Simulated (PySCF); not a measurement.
**Potassium: a sound run and one with changed settings**

Sound run: K²⁺ [Ne] 3s2 3p5, K³⁺ [Ne] 3s2 3p4. All numbers are calculated (PySCF 2.14, the non-relativistic Hamiltonian (point nucleus), in def2-SVP). In the sound run the correlated levels freeze [Ne] 3s2. The sound run starts from symmetry-adapted Hartree-Fock orbitals and uses a fine grid where one is needed.

Changed run: all electrons correlated in a basis built for the valence shell.

```tsv
species	method	sound run (hartree)	changed run (hartree)	converged
K²⁺	MP2	-597.79284	-597.80276	yes
K²⁺	CCSD(T)	-597.79635	-597.80845	yes
K³⁺	MP2	-596.05726	-596.07340	yes
K³⁺	CCSD(T)	-596.05945	-596.07954	yes
```

Ionisation energy of K²⁺:

| method | sound run (eV) | changed run (eV) |
| --- | --- | --- |
| UHF | 46.918 | 46.918 |
| MP2 | 47.227 | 47.058 |
| SCS-MP2 | 47.233 | 47.031 |
| CCSD | 47.263 | 47.045 |
| CCSD(T) | 47.264 | 47.046 |

A valence basis has no tight correlating functions, so it recovers only part of the core correlation, and not evenly between atom and ion.

For comparison, NIST gives 45.803 eV between the lowest levels.
